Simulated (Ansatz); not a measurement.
Compare A (`N[SiH2]OCF`) with its isomer B (`NC(O)[SiH2]F`).

Isolated molecules relaxed with PBE0-D4/def2-TZVP in Ansatz; ΔE leaves out vibrations. CCSD(T)/CBS is the MP2 limit (def2-TZVPP, def2-QZVPP) plus CCSD(T) − MP2 in def2-TZVPP, frozen cores. Functionals use def2-TZVPP. B3LYP here is the variant with VWN-RPA as its local correlation; programs differ in this. Each species was taken in one conformer, which may not be the lowest.

Which is lower in electronic energy at CCSD(T)/CBS, and by how much? (Estimate.)

Computed: A, by 9.9 kcal/mol.

Give E(B) − E(A) in kcal/mol with B3LYP-D4, B3LYP, B2PLYP, CCSD(T)/def2-SVP, MP2/def2-TZVPP, HF/def2-TZVPP, r2SCAN-D4. (Estimate.)

The calculation gave: B3LYP-D4 11.0, B3LYP 11.7, B2PLYP 11.6, CCSD(T)/def2-SVP 10.3, MP2/def2-TZVPP 10.6, HF/def2-TZVPP 15.8, r2SCAN-D4 11.0. None reverses the order clearly.

Does the order hold for the free energy at 298.15 K (harmonic terms from PBE0-D4)? (Estimate.)

The calculation gave: Yes: G(B) − G(A) = +10.7 kcal/mol, for one conformer each. Modes under 60 cm⁻¹, often nearly free rotors, make the harmonic entropy too high.

Largest T1 diagnostic: 0.011.

Leaving LDA and LC-ωPBE aside and taking each functional with its dispersion term where it has one, the values, not all of them listed here, spread over 4.8 kcal/mol, from revPBE-D4 to BHLYP-D4. In def2-TZVPP, CCSD(T) changes the Hartree–Fock value by −5.0 kcal/mol (the triples alone add −0.5 kcal/mol) and MP2 by −5.2 kcal/mol.
